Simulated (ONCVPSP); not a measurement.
**Mg: one change to an ONCV potential, before and after**

- Element: Mg (Z = 12)
- Generator: ONCVPSP 4.0.1
- Type: optimised norm-conserving Vanderbilt (ONCV)
- Functional: PBE
- Relativity: scalar-relativistic
- Frozen core: [He] 2s2
- Valence charge: 8
- Reference configuration: 2p6 3s2
- Partial waves: 3s: rc 2.45 bohr, ncon 4, nbas 7, qcut 2.3 1/bohr, 2 projectors, debl 3.6 Ha; 2p: rc 1.20 bohr, ncon 4, nbas 7, qcut 11.4 1/bohr, 2 projectors, debl 1.9 Ha
- Local potential: polynomial inside 1.15 bohr (lpopt 5, dvloc0 4 Ha)
- Core correction: Teter function, fcfact 3.5, rcfact 1.4

All-electron outer shells of the reference configuration (PBE, scalar-relativistic, ld1.x):

```json
{"shell": "2s", "level (eV)": "-79.85", "outermost node (bohr)": "0.18", "outermost maximum (bohr)": "0.54"}
{"shell": "2p", "level (eV)": "-46.61", "outermost node (bohr)": "–", "outermost maximum (bohr)": "0.48"}
{"shell": "3s", "level (eV)": "-4.70", "outermost node (bohr)": "0.90", "outermost maximum (bohr)": "2.56"}
```

Change: p: qcut 6.7.

Cutoffs: the cutoffs (Ha) at which the residual kinetic energy of the hardest occupied pseudo-wave falls to 1 and 0.1 mHa per electron; they do not see the model core or the augmentation charge, which bear on the density cutoff. Errors are all-electron minus pseudo energies relative to the spin-unpolarised reference configuration.

Question: Predict the effect on cutoff, ghosts and configuration errors.

Answer: The potential gets harder (52 Ha and 59 Ha → 105 Ha and 144 Ha); the errors of the 4 common tests hardly move; neither file shows a bound ghost.

```csv
quantity,base,changed
"cutoff, loose",52 Ha,105 Ha
"cutoff, tight",59 Ha,144 Ha
loose cutoff by channel,"s 4.1 Ha, p 52 Ha","s 4.1 Ha, p 105 Ha"
bound ghosts,none,none
GHOST(+) flags under 300 eV,s at 128.5 eV,s at 128.5 eV
"error for 2p6 3s1, meV [ΔE 7.96 eV]",+2.9,+2.8
"error for 2p6 3s0, meV [ΔE 22.99 eV]",+47,+45
"error for 2p6 3s1.5, meV [ΔE 3.14 eV]",+0.3,+0.3
"error for 2p6 3s1 3p1, meV [ΔE 3.49 eV]",+0.1,+0.3
s: phases at 2.48 bohr within 0.05 rad from the reference energy up to (Ha; the scan ends near 5),n/a,n/a
p: phases at 1.22 bohr within 0.05 rad from the reference energy up to (Ha; the scan ends near 5),to the end of the scan,to the end of the scan
"rms error of d²Exc/dni dnj with the model core, mHa",5.96,4.14
```
